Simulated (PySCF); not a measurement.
# Steps of a relaxation of [Nd(OH)4]−

[Nd(OH)4]− (singlet in the valence; each metal's 4f electrons, 3 of them, lie in its core potential, out of spins and levels). PySCF 2.14.0, RKS PBE0, Nd lcecp-1-SVP with ECP49, O def2-SVP, H def2-SVP; non-relativistic Hamiltonian with scalar-relativistic core potentials where named; density fitting; no spin-orbit coupling. Origin of the start: template. Columns: position (Å) and force (eV/Å). Energies are counted from the last step; some of the 12 steps are shown. Forces carry noise of the integration grid, about 0.01 to 0.03 eV/Å.

Run from Python with OMP_NUM_THREADS=2. Where DIIS fails, smearing, a level shift and second-order steps follow.
It took 55 s on 2 threads of Arm Neoverse V2 (shared host), from the converged density of the start.

```xyz
9
step 0  E = 0.074 eV
Nd    0.0000    0.0000    0.0000     0.00    0.00    0.00
O     1.2816    1.2816    1.2816     0.08   -0.18   -0.06
H     2.0487    1.5537    1.8012    -0.43   -0.16   -0.30
O    -1.2816   -1.2816    1.2816    -0.08    0.18   -0.06
H    -2.0487   -1.5537    1.8012     0.43    0.16   -0.30
O     1.2816   -1.2816   -1.2816    -0.18   -0.08    0.06
H     1.5537   -2.0487   -1.8012    -0.16    0.43    0.30
O    -1.2816    1.2816   -1.2816     0.18    0.08    0.06
H    -1.5537    2.0487   -1.8012     0.16   -0.43    0.30
```

```xyz
9
step 4  E = 0.014 eV
Nd    0.0000    0.0000    0.0000     0.00    0.00    0.00
O     1.2781    1.2516    1.2517     0.07    0.00    0.03
H     2.0380    1.5622    1.7442    -0.09   -0.02   -0.05
O    -1.2781   -1.2516    1.2517    -0.07    0.00    0.03
H    -2.0380   -1.5622    1.7442     0.09    0.02   -0.05
O     1.2516   -1.2781   -1.2517     0.00   -0.07   -0.03
H     1.5622   -2.0380   -1.7442    -0.02    0.09    0.05
O    -1.2516    1.2781   -1.2517     0.00    0.07   -0.03
H    -1.5622    2.0380   -1.7442     0.02   -0.09    0.05
```

```xyz
9
step 7  E = 0.009 eV
Nd    0.0000    0.0000    0.0000     0.00    0.00    0.00
O     1.3186    1.2243    1.2272     0.04    0.00    0.04
H     2.0472    1.6111    1.7102    -0.05   -0.02   -0.02
O    -1.3186   -1.2243    1.2272    -0.04    0.00    0.04
H    -2.0472   -1.6111    1.7102     0.05    0.02   -0.02
O     1.2243   -1.3186   -1.2272     0.00   -0.04   -0.04
H     1.6111   -2.0472   -1.7102    -0.02    0.05    0.02
O    -1.2243    1.3186   -1.2272     0.00    0.04   -0.04
H    -1.6111    2.0472   -1.7102     0.02   -0.05    0.02
```

**Question.** Where does the relaxation end?

**Answer.** It converges at step 11 in D2d, nearly Td:
```xyz
9
step 11  E = 0
Nd    0.0000    0.0000    0.0000
O     1.3699    1.1364    1.2505
H     1.9816    1.6465    1.7767
O    -1.3699   -1.1364    1.2505
H    -1.9816   -1.6465    1.7767
O     1.1364   -1.3699   -1.2505
H     1.6465   -1.9816   -1.7767
O    -1.1364    1.3699   -1.2505
H    -1.6465    1.9816   -1.7767
```

**Question.** How did the contacts change?

**Answer.** 
| contact | start (Å) | end (Å) |
| --- | --- | --- |
| Nd1–O2 (OH) | 2.220 | 2.175 |
| Nd1–O4 (OH) | 2.220 | 2.175 |
| Nd1–O6 (OH) | 2.220 | 2.175 |
| Nd1–O8 (OH) | 2.220 | 2.175 |


An lcecp potential fixes the number of 4f electrons, so in runs with it no electron can move into or out of that shell.
